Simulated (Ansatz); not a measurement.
Start from `CN([SiH2]Cl)[SiH](O)F` and change one atom or group to get `CN([SiH2]O)[SiH](O)F`.

Ansatz, PBE0-D4/def2-TZVP geometries, multiplicity 1. Each molecule was computed in one conformer, which needn't be the lowest.

```csv
property,`CN([SiH2]Cl)[SiH](O)F`
HOMO energy (ωB97M-V/def2-TZVPP) / eV,-10.19
LUMO energy (PBE0/def2-TZVPP) / eV,0.27
size of the dipole moment (B3LYP/def2-TZVPP) / D,2.35
HOMO energy (PBE/def2-TZVPP) / eV,-6.52
HOMO energy (B3LYP/def2-TZVPP) / eV,-7.65
HOMO energy (PBE0/def2-TZVPP) / eV,-7.89
```

(1) Give the same properties after the change, and the shifts. (An estimate is asked.)

Results:

(1) Ansatz gave: 
```csv
property,`CN([SiH2]O)[SiH](O)F`,shift
HOMO energy (ωB97M-V/def2-TZVPP) / eV,-9.73,0.46
LUMO energy (PBE0/def2-TZVPP) / eV,0.22,-0.05
size of the dipole moment (B3LYP/def2-TZVPP) / D,1.57,-0.78
HOMO energy (PBE/def2-TZVPP) / eV,-6.09,0.43
HOMO energy (B3LYP/def2-TZVPP) / eV,-7.22,0.43
HOMO energy (PBE0/def2-TZVPP) / eV,-7.44,0.45
```

With PBE0 the HOMO rises by 0.45 eV and the LUMO falls by 0.05 eV, so the gap narrows by about 0.50 eV. PBE moves the HOMO by 0.43 eV and ωB97M-V by 0.46 eV. Dipoles are sizes alone; their direction can turn.

B3LYP here is the variant with VWN-RPA as its local correlation; programs differ in this.
